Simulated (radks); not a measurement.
Values are calculated unless marked as measured or tabulated.
Mean orbital radii <r> (bohr) of the promethium ion Pm2+, [Xe] 4f5, at several levels of relativity; Dirac values are averaged over j with weights 2j + 1. Spin-unpolarised spherical Kohn-Sham, BLYP, point nucleus unless stated (finite: rms radius 4.962 fm), a radial shooting solver on a logarithmic mesh with Libxc functionals. A level marked "c x" has the speed of light scaled by that factor and shares open shells by 2j + 1; other Dirac levels either fill j = l - 1/2 first or share by 2j + 1.

| shell | non-rel. | scalar-rel. | scalar-rel., finite nucleus | Dirac, low j first | change of magnitude, last against first (%) |
|---|---|---|---|---|---|
| 1s | 0.02488 | 0.02318 | 0.02318 | 0.02318 | -6.85 |
| 2s | 0.1062 | 0.09895 | 0.09896 | 0.09844 | -7.32 |
| 2p | 0.09016 | 0.08710 | 0.08710 | 0.08678 | -3.75 |
| 3s | 0.2760 | 0.2605 | 0.2606 | 0.2602 | -5.75 |
| 3p | 0.2658 | 0.2588 | 0.2588 | 0.2582 | -2.84 |
| 3d | 0.2370 | 0.2362 | 0.2362 | 0.2363 | -0.32 |
| 4s | 0.6260 | 0.5929 | 0.5929 | 0.5930 | -5.28 |
| 4p | 0.6431 | 0.6279 | 0.6279 | 0.6274 | -2.44 |
| 4d | 0.6879 | 0.6885 | 0.6885 | 0.6891 | +0.18 |
| 5s | 1.524 | 1.438 | 1.438 | 1.439 | -5.57 |
| 5p | 1.720 | 1.682 | 1.682 | 1.683 | -2.16 |
| 4f | 0.9752 | 1.038 | 1.038 | 1.044 | +7.04 |
